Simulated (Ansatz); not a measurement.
Total energies of C2H8FGaO, SMILES `[CH3][Ga-]([CH3])([OH2+])[F]`.

```xyz
13

C     1.920    0.617    0.172
Ga    0.156   -0.064   -0.336
C    -1.559    0.835   -0.666
O    -0.359   -1.433    1.280
F     0.260   -1.667   -1.198
H     1.851    1.326    1.000
H     2.569   -0.208    0.470
H     2.389    1.130   -0.671
H    -2.342    0.107   -0.891
H    -1.871    1.434    0.193
H    -1.479    1.509   -1.522
H    -1.290   -1.422    1.522
H    -0.244   -2.165    0.647
```

The species carries charge 0 and has multiplicity 1. Correlated methods include outer-core shells of Ga, which these sets cover unevenly. Scalar relativity is left out up to krypton. All single points use the PBE0-D4/def2-TZVP geometry. It is one conformer, not always the lowest. Basis def2-TZVPP, Ansatz.

RPA on PBE orbitals: Hartree–Fock energy of these orbitals -2178.05698 Eh, correlation -1.74923 Eh (frozen core).

```json
{"functional": "LDA (SPW92)", "energy without D4 (Eh)": "-2176.15645", "D4 term (kJ/mol)": "–"}
{"functional": "PBE", "energy without D4 (Eh)": "-2180.55300", "D4 term (kJ/mol)": "-22.5"}
{"functional": "revPBE", "energy without D4 (Eh)": "-2180.91113", "D4 term (kJ/mol)": "-65.2"}
{"functional": "BLYP", "energy without D4 (Eh)": "-2181.13452", "D4 term (kJ/mol)": "-48.5"}
{"functional": "B97M-V", "energy without D4 (Eh)": "-2180.71298", "D4 term (kJ/mol)": "–"}
{"functional": "PBE0", "energy without D4 (Eh)": "-2180.60994", "D4 term (kJ/mol)": "-19.2"}
{"functional": "B3LYP", "energy without D4 (Eh)": "-2181.20195", "D4 term (kJ/mol)": "-36.0"}
{"functional": "r2SCANh", "energy without D4 (Eh)": "-2180.98037", "D4 term (kJ/mol)": "-6.1"}
{"functional": "r2SCAN0", "energy without D4 (Eh)": "-2180.94649", "D4 term (kJ/mol)": "-6.7"}
{"functional": "CAM-B3LYP", "energy without D4 (Eh)": "-2181.16852", "D4 term (kJ/mol)": "-19.5"}
{"functional": "ωB97X-V", "energy without D4 (Eh)": "-2180.88298", "D4 term (kJ/mol)": "–"}
{"functional": "ωB97M-V", "energy without D4 (Eh)": "-2180.93424", "D4 term (kJ/mol)": "–"}
{"functional": "B2PLYP", "energy without D4 (Eh)": "-2180.59830", "D4 term (kJ/mol)": "–"}
{"functional": "PBE-QIDH", "energy without D4 (Eh)": "-2180.24847", "D4 term (kJ/mol)": "–"}
```

Q: Give the same for r2SCAN, HSE06 (plane-wave form), BHLYP, LC-ωPBE. (Estimate.)

A: The calculation gave: 
```json
{"functional": "r2SCAN", "energy without D4 (Eh)": "-2181.00412", "D4 term (kJ/mol)": "-5.8"}
{"functional": "HSE06 (plane-wave form)", "energy without D4 (Eh)": "-2180.59642", "D4 term (kJ/mol)": "-17.9"}
{"functional": "BHLYP", "energy without D4 (Eh)": "-2180.98703", "D4 term (kJ/mol)": "-28.3"}
{"functional": "LC-ωPBE", "energy without D4 (Eh)": "-2180.75554", "D4 term (kJ/mol)": "–"}
```

B3LYP takes the VWN-RPA correlation (the form of Gaussian; ORCA's B3LYP/G). HSE06 is the plane-wave form, built on full-range PBE exchange. The double hybrids freeze the cores in their second-order part.

LC-ωPBE has ω = 0.4 bohr⁻¹.
